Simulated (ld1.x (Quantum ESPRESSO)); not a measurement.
Ranking RRKJ potentials for F

All share these settings but for the change named:

* Element: F (Z = 9)
* Generator: ld1.x (Quantum ESPRESSO) 7.5
* Type: norm-conserving RRKJ (Kleinman–Bylander form)
* Functional: PBE
* Relativity: scalar-relativistic
* Frozen core: [He]
* Valence charge: 7
* Reference configuration: 2s2 2p5
* Partial waves: 2s (bound): rc 0.65 bohr; 3d channel at 0.3 Ry: rc 1.15 bohr; 2p (bound): rc 1.20 bohr
* Local potential: the p channel
* Core correction: Bessel-smoothed model core inside 0.50 bohr
* rho0: 0.01

Test errors are all-electron minus pseudo excitation energies from the reference, over 2s2 2p4; 2s2 2p3; 2s2 2p2; 2s2 2p5.3; 2s1 2p5; 2s1 2p6; 2s2 2p4.5. None of these files shows a bound ghost.

The base gives 204.6 meV.

Of 10 variants that were run, those that failed, showed a ghost or another fault, or gave nearly equal values are left out.

(1) Rank these variants by their largest absolute test error, smallest first.
A. wave 2p (bound): rc 1.20 bohr becomes 2p (bound): rc 1.34 bohr
B. wave 2p (bound): rc 1.20 bohr becomes 2p (bound): rc 1.10 bohr
C. wave 2p (bound): rc 1.20 bohr becomes 2p (bound): rc 1.58 bohr
D. wave 2p (bound): rc 1.20 bohr becomes 2p (bound): rc 1.02 bohr
E. wave 2p (bound): rc 1.20 bohr becomes 2p (bound): rc 0.86 bohr

Results:

(1) E (32.5 meV), D (90.4 meV), B (135.4 meV), A (400.5 meV), C (872.9 meV).
